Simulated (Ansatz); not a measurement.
`C[SiH2][Te][SiH3]` + SiH₄ → `C[SiH2][TeH]` + `[SiH3][SiH3]` at 700 K and 1 bar (redistribution).

Isolated molecules relaxed with PBE0-D4/def2-TZVP in Ansatz; ΔE leaves out vibrations. CBS: MP2 limit from def2 TZ/QZ plus the TZ coupled-cluster correction, frozen cores. This one scheme is used for every species. Elements past krypton have def2 core potentials. For Te outer-core shells are correlated without core-valence functions, which leaves a few kJ/mol of doubt a bond. Each species was taken in one conformer, which may not be the lowest.

```tsv
species	CCSD(T)/CBS energy (Eh)	H − E (kJ/mol)	S (J/(mol·K))
`C[SiH2][Te][SiH3]`	-888.79691	300.5	540.6
SiH₄	-291.46306	115.5	252.9
`C[SiH2][TeH]`	-598.49179	226.3	435.2
`[SiH3][SiH3]`	-581.74359	186.9	363.0
```

H − E and S are ideal-gas, rigid-rotor, harmonic terms from PBE0-D4/def2-TZVP, for one conformer and one mirror image of each species. 1 Eh = 2625.50 kJ/mol, R = 8.31446 J/(mol·K).

By hand: ΔE, ΔH, ΔS and ΔG.

ΔE = (-598.49179) + (-581.74359) − (-888.79691) − (-291.46306) = 0.02459 Eh = 64.6 kJ/mol. Δ(H − E) = 226.3 + 186.9 − 300.5 − 115.5 = -2.8, so ΔH = 61.8 kJ/mol. ΔS = 435.2 + 363.0 − 540.6 − 252.9 = 4.7 J/(mol·K). ΔG = 61.8 − 700 × (4.7)/1000 = 58.5 kJ/mol.

By hand: the equilibrium constant, and the temperature at which ΔG would vanish if ΔH and ΔS stayed fixed.

log₁₀ K = −ΔG/(RT ln 10) = -4.4. ΔG = 0 at ΔH/ΔS = 13149 K, far beyond where these terms or the molecules hold.

The number of gas molecules stays the same, so ΔS is small and ΔH decides. A doubt of 5 kJ/mol in ΔE shifts log₁₀ K by 0.4 here. Other conformers and mirror images would add mixing entropy, several J/(mol·K) or more a flexible species. Modes under 60 cm⁻¹, often nearly free rotors, make the harmonic entropy too high. These are equilibria of isolated gas molecules and say nothing of rates. Largest T1 diagnostic: 0.013 (customary marks: 0.02 for closed shells, 0.045 for open ones).
